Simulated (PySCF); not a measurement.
# Polarisability and C₆ of Yb+ (ytterbium, charge +1)

[Xe] 4f14 6s1, 2S determinant. Calculation: PySCF 2.14, in ANO-RCC-VTZP; the spin-free X2C one-electron Hamiltonian (Gaussian nucleus). Coupled (time-dependent) response in atomic units; α is the mean over directions. The basis has no added diffuse functions, which lowers α and C₆.

| method | mean α (bohr³) | C₆ (like pair) | S(−4) |
| --- | --- | --- | --- |
| PBE0 | 65.80 | 506.0 | 3484 |

S(−4) is the Cauchy moment in α(ω) = α(0) + S(−4) ω² + …

α(iu) at PBE0:

| u (hartree) | α(iu) (bohr³) |
| --- | --- |
| 0 | 65.80 |
| 0.0500 | 58.20 |
| 0.100 | 43.77 |
| 0.200 | 23.58 |
| 0.300 | 14.71 |
| 0.500 | 8.215 |
| 0.750 | 5.484 |
| 1.00 | 4.198 |
| 1.50 | 2.853 |
| 2.00 | 2.119 |
| 3.00 | 1.333 |
| 5.00 | 0.6823 |

A single London oscillator, α(iu) = α/(1 + u²/ω²), gives C₆ = (3/4) ω α². Matching the computed C₆ needs ω = 4 × 506.0 / (3 × 65.80²) = 0.156 hartree.

For an ion, C₆ is the dispersion term alone; charge-induced terms of lower order in 1/R come first.

Spin-orbit coupling, which splits the p, d and f shells strongly at this Z, is absent.
